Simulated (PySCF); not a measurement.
Computed IR spectrum (relative IR intensity) of a molecule C₃H₆O₃. Geometry: PBE0-D3(BJ)/def2-SVP. One conformer was computed; it need not be the lowest. These are PBE0-D3(BJ)/def2-SVP (PySCF 2.14.0) values and carry that method's errors. No scaling factor is applied to the harmonic values.

Lines under 2 % of the strongest are left out, and lines within 2 cm⁻¹ are merged.

ν (cm⁻¹): 350 (vw), 814 (w), 968 (vw), 1072 (w), 1376 (vs), 1459 (vw), 1472 (w), 1480 (vw), 1502 (m), 1894 (s), 3066 (w), 3162 (w), 3204 (vw) (against the strongest line: vs over 80 %, s over 45 %, m over 15 %, w over 4 %, vw less)

Task: Which structure fits?
(A) COC(=O)OC
(B) C1OCOCO1
(C) COC1OCO1
(D) OCC1OCO1

Result: A, COC(=O)OC
